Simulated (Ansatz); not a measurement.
Two members of one family (Series GeCl3X), computed with Ansatz in the gas phase. Binding counts from free atoms in the multiplicity of their measured ground term, without zero-point energy. The structures are stationary points that may keep the symmetry of their start.

First: GeHCl3 (singlet, charge 0, PBE0-D4/def2-SVP geometry).

```xyz
5

Ge    0.0837    0.1139    0.0335
H     0.9606    1.3093    0.3953
Cl    0.4990   -1.5370    1.3249
Cl    0.4408   -0.5009   -1.9816
Cl   -1.9842    0.6148    0.2279
```

```
                level  HOMO (eV)  LUMO (eV)  gap (eV)  binding per atom (eV)
LDA (SPW92)/def2-TZVP      -8.07      -2.78      5.29                   3.28
      PBE-D4/def2-SVP      -7.71      -2.21      5.50                   2.87
     PBE-D4/def2-TZVP      -7.94      -2.50      5.43                   2.87
  r2SCAN-D4/def2-TZVP      -8.33      -2.26      6.07                   2.87
     PBE0-D4/def2-SVP      -9.23      -1.25      7.97                   2.81
```

Second: Ge(OH)Cl3 (singlet, charge 0, PBE0-D4/def2-SVP geometry).

```
atom    x (Å)    y (Å)    z (Å)
 Ge1  -0.1408   0.2903  -0.0148
  O2   1.0726  -0.8446   0.5255
  H3   0.9472  -1.7325   0.1677
 Cl4  -2.0918  -0.3242   0.5903
 Cl5  -0.1368   0.4614  -2.1412
 Cl6   0.3495   2.1497   0.8725
```

Task: Estimate the same table for the second.

Result: 
| level | HOMO (eV) | LUMO (eV) | gap (eV) | binding per atom (eV) |
| --- | --- | --- | --- | --- |
| LDA (SPW92)/def2-TZVP | -8.16 | -3.09 | 5.07 | 3.85 |
| PBE-D4/def2-SVP | -7.74 | -2.48 | 5.26 | 3.33 |
| PBE-D4/def2-TZVP | -7.99 | -2.77 | 5.22 | 3.34 |
| r2SCAN-D4/def2-TZVP | -8.41 | -2.53 | 5.88 | 3.30 |
| PBE0-D4/def2-SVP | -9.33 | -1.53 | 7.80 | 3.23 |
